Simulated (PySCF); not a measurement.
Calculation: B3LYP-D3(BJ)/def2-TZVP // PBE0-D3(BJ)/def2-SVP (PySCF). Gas-phase values, no solvent. One relaxed conformer stands for a flexible species; it need not be the lowest. B3LYP has the VWN-RPA correlation part, as in Gaussian. Excitations are Tamm–Dancoff values on a coarser integration grid. The basis has no diffuse functions, so Rydberg states are missing or too high.

Reference species (SMILES): `COc1c([SiH3])sc2ccsc12` (C–O–C–C torsion 177°) (neutral, multiplicity 1).

| Item | Result |
|---|---|
| S1–T1 gap (TDA) | 1.39 eV |
| HOMO | -5.71 eV |
| S1 excitation (TDA) | 4.31 eV |

After one change: the S1–T1 gap (TDA) drops by 0.11 eV; the HOMO falls by 0.15 eV; the S1 excitation (TDA) rises by 0.20 eV.

Q: What was changed between the two runs? The new species is one of these.
A) `COc1csc2c([SiH3])csc12` (C–O–C–C torsion 0°)
B) `COc1sc2ccsc2c1[SiH3]` (C–O–C–S torsion 1°)
C) `COc1cc2sc([SiH3])cc2s1` (C–O–C–S torsion 0°)
D) `COc1cc2scc([SiH3])c2s1` (C–O–C–S torsion 0°)

A: A, `COc1csc2c([SiH3])csc12` (C–O–C–C torsion 0°)
